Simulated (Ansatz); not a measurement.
Abridged output of a molecular run in Ansatz:

```
Functional definition: HF
1543 factors; integrals over basis functions are off by at most 1.1e-3 eV
mean field evaluation 1: about -4694.6790 eV, gradient 5.7e1 eV
mean field evaluation 2: about -4694.7468 eV, gradient 5.7e1 eV
mean field evaluation 4: about -4702.0583 eV, gradient 4.2e0 eV
mean field evaluation 8: about -4702.1566 eV, gradient 4.0e-1 eV
mean field evaluation 16: about -4702.1585 eV, gradient 2.3e-6 eV
mean field -4702.15845431 eV, -172.8011359586 hartree, gradient 2.3e-6 eV, S^2 0.000000; 0 other end points of the search recorded, 0 dependent functions left out
3 core orbitals not correlated: weight in the atoms' cores, before any rotation towards them, 1.000 or more for the frozen orbitals, at most 0.000 for the correlated occupied ones
reference -4702.15845431 eV, -172.8011359586 hartree; 16, 16 occupied and 242, 242 virtual orbitals, 1543 factors
second order -23.13978282 eV of doubles, -0.00000000 eV of singles
cycle   1  -23.68136772 eV  change   -5.4e-1 eV  update   9.8e-2
cycle   2  -24.15354818 eV  change   -4.7e-1 eV  update   2.9e-2
cycle   3  -24.27482414 eV  change   -1.2e-1 eV  update   1.7e-2
cycle   4  -24.26985503 eV  change    5.0e-3 eV  update   5.2e-3
cycle   5  -24.26698289 eV  change    2.9e-3 eV  update   2.8e-3
cycle   6  -24.26727407 eV  change   -2.9e-4 eV  update   1.1e-3
cycle   7  -24.26703207 eV  change    2.4e-4 eV  update   4.8e-4
cycle   8  -24.26698801 eV  change    4.4e-5 eV  update   1.8e-4
cycle   9  -24.26704933 eV  change   -6.1e-5 eV  update   8.5e-5
cycle  10  -24.26702923 eV  change    2.0e-5 eV  update   3.5e-5
perturbative correction -0.90372552 eV, -0.0332113003 hartree
Total energy: -4727.32920906 eV, -173.7261441342 hartree
```

Its atoms:

Cartesian coordinates in Å:
```
C -0.303 0.041 2.185
Y -0.315 0.333 -0.160
C 1.795 0.389 -1.224
N -1.970 -0.435 -1.261
H 0.716 -0.001 2.592
H -0.797 -0.893 2.488
H -0.820 0.840 2.737
H 2.543 0.971 -0.668
H 1.790 0.782 -2.250
H 2.207 -0.629 -1.298
H -2.846 -0.778 -0.882
H -2.000 -0.622 -2.258
```

**Question.** Which basis set was used?
A. def2-SVP
B. def2-QZVPP
C. cc-pV(Q+d)Z
D. def2-TZVPP

**Answer.** D. It gives 261 functions.

**Question.** Write the keys of the input that set method, charge and spin (a neutral closed shell needs none for the last two).

**Answer.** 
```yaml
correlation: {method: ccsd_t}
```
